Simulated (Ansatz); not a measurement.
Basis-set extrapolation for `FC(F)CC(F)F` (PBE0-D4/def2-TZVP geometry, frozen core, Ansatz 0.2.0). Multiplicity 1, RHF reference.

```tsv
	def2-TZVPP	def2-QZVPP
HF	-513.920325	-513.942522
MP2 correlation	-1.487646	-1.617417
CCSD(T) correlation	-1.561897	not run
```

Energies in hartree. Use E(X) = E(∞) + A·exp(−7.88·√X) for Hartree–Fock and E(X) = E(∞) + B·X^(−2.97) for correlation, with X = 3 and 4, and add CCSD(T) minus MP2 of the smaller set to the MP2 limit.

**Question.** What is the CCSD(T) energy at the basis-set limit?

**Answer.** HF limit: -513.942522 + (-0.022197) × 0.13774 = -513.94558. MP2 limit: -1.617417 + (-0.129771) × 0.74074 = -1.71354. Higher-order term: -1.561897 − (-1.487646) = -0.07425. Total: -515.73337 hartree, 659.4 kJ/mol below CCSD(T)/def2-TZVPP.
